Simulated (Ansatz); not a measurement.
H₈N₂Si₃, SMILES N[SiH]1[SiH2]N[SiH2]1.

Geometry: B3LYP-D3(BJ)/def2-SVP. This is a generated structure with no PubChem entry under its InChIKey; it may be hypothetical. Other conformers were not sampled.

Two levels are set side by side: PBE/def2-TZVPD (Ansatz, a program for electronic structure) and CAM-B3LYP/def2-TZVPD (Ansatz). Energy differences of separate SCF runs at the same geometry; the states with an electron removed or added have multiplicity 2 and 2. Differences are taken from unrounded values.

```json
[
 {"quantity": "vertical ionisation energy (eV)", "CAM-B3LYP": "8.39", "PBE": "8.04", "PBE minus CAM-B3LYP": "-0.35"},
 {"quantity": "vertical singlet–triplet gap (eV)", "CAM-B3LYP": "4.34", "PBE": "3.72", "PBE minus CAM-B3LYP": "-0.62"}
]
```
